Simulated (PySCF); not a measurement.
Species: `C[C@@H]([SiH3])S[SiH2]O[SiH3]`. The columns A, B, C and D hold Mulliken, IAO, Hirshfeld and ESP-fitted charges (e) of one PBE0/pcSseg-1 density (PySCF), in a shuffled order. Coordinates in Å (GFN2-xTB); the density's dipole moment is (1.01, -1.23, -0.59) D.

```
atom       x       y       z       A       B       C       D
  C1  -1.341  -1.437   1.224  -0.206  -0.122  -0.527  -0.411
  C2  -0.940  -0.370   0.222  -0.704  -0.101  +0.044  -0.421
 Si3  -2.216  -0.101  -1.168  +0.545  +0.298  +0.253  +0.601
  S4  -0.719   1.233   1.122  -0.281  -0.092  -0.359  -0.223
 Si5   0.909   2.140   0.081  +0.838  +0.378  +0.584  +0.943
  O6   1.964   1.009  -0.380  -0.723  -0.298  -0.447  -0.890
 Si7   2.871  -0.338  -0.367  +0.699  +0.396  +0.573  +0.877
  H8  -2.287  -1.178   1.695  +0.129  +0.041  +0.192  +0.146
  H9  -1.451  -2.395   0.720  +0.127  +0.046  +0.146  +0.146
 H10  -0.589  -1.538   2.006  +0.133  +0.039  +0.149  +0.151
 H11   0.041  -0.617  -0.188  +0.213  +0.031  +0.116  +0.140
 H12  -2.396  -1.381  -1.859  -0.091  -0.081  -0.080  -0.127
 H13  -1.693   0.903  -2.096  -0.077  -0.074  -0.068  -0.113
 H14  -3.469   0.346  -0.565  -0.065  -0.073  -0.053  -0.109
 H15   0.473   2.745  -1.168  -0.107  -0.080  -0.110  -0.149
 H16   1.538   3.014   1.052  -0.104  -0.074  -0.075  -0.137
 H17   4.243   0.134  -0.512  -0.100  -0.075  -0.105  -0.135
 H18   2.657  -1.043   0.895  -0.111  -0.077  -0.112  -0.146
 H19   2.398  -1.118  -1.510  -0.116  -0.079  -0.120  -0.143
```

Q: Which column most likely holds the ESP-fitted charges?

A: C. Σ q r misses the density's dipole by 0.04 D (C), 0.91 D (A), 1.03 D (D), 1.27 D (B). Charges fitted to the outside potential are the only set here that is tied to the molecule's multipoles.

Q: And the Hirshfeld charges?

A: B. The mean sizes are 0.129 e (B), 0.216 e (C), 0.282 e (A), 0.316 e (D), and Hirshfeld charges are commonly the smallest of these schemes.

As computed, A = Mulliken, B = Hirshfeld, C = ESP-fitted, D = IAO. Hydrogens on carbon: Mulliken +0.13 to +0.21, Hirshfeld +0.03 to +0.05, ESP-fitted +0.12 to +0.19, IAO +0.14 to +0.15 e.

The IAO scheme counts the electrons in orthogonalised intrinsic atomic orbitals, a minimal basis polarised so that it spans the occupied orbitals exactly. The Mulliken scheme counts on each atom the diagonal of the density matrix times the overlap matrix over that atom's basis functions.

Isolated species at its GFN2-xTB geometry (one conformer only).

Conformer computed: `[CH3:1][C@@H:2]([SiH3:3])[S:4][SiH2:5][O:6][SiH3:7]`: C1–C2–S4–Si5 144°, C2–S4–Si5–O6 -36°, S4–Si5–O6–Si7 -36°.
